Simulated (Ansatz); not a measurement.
`O[SiH](F)[S][GeH3]` + H₂ → `O[SiH2][S][GeH3]` + H–F  (hydrogenolysis of the Si–F bond)

Computed with Ansatz on PBE0-D4/def2-TZVP structures; ΔE is electronic, products minus reactants. CCSD(T)/CBS adds triple-zeta CCSD(T) − MP2 to the extrapolated MP2 energy (def2 sets, frozen cores). This one scheme is used for every species. DFT in def2-TZVPP. B3LYP here is the variant with VWN-RPA as its local correlation; programs differ in this. For Ge outer-core shells are correlated without core-valence functions, which leaves a few kJ/mol of doubt a bond. Scalar relativity is left out up to krypton. One conformer a species, not always the lowest.

Is it downhill or uphill in electronic energy at CCSD(T)/CBS, and by how much? (An estimate is asked.)

The calculation gave: Uphill: ΔE = +32.1 kcal/mol.

What do these levels give: r2SCAN-D4, r2SCAN, PBE0, B3LYP, HF/def2-TZVPP, SCS-MP2/def2-TZVPP, CCSD(T)/def2-TZVPP, HF/def2-QZVPP, MP2/def2-QZVPP, SCS-MP2/def2-QZVPP, HF/CBS(def2), MP2/CBS(def2)? (Estimate.)

The calculation gave: r2SCAN-D4 34.3, r2SCAN 34.2, PBE0 30.2, B3LYP 32.2, HF/def2-TZVPP 32.4, SCS-MP2/def2-TZVPP 32.6, CCSD(T)/def2-TZVPP 31.9, HF/def2-QZVPP 32.8, MP2/def2-QZVPP 33.0, SCS-MP2/def2-QZVPP 32.8, HF/CBS(def2) 32.8, MP2/CBS(def2) 33.0 kcal/mol.

Largest T1 diagnostic among the species: 0.012.

The D4 term adds +1.0 kcal/mol with B3LYP and +0.5 kcal/mol with PBE0; it sums over pairs of atoms, weighted by their polarisabilities, and B3LYP, whose exchange is more repulsive, gets the larger term.
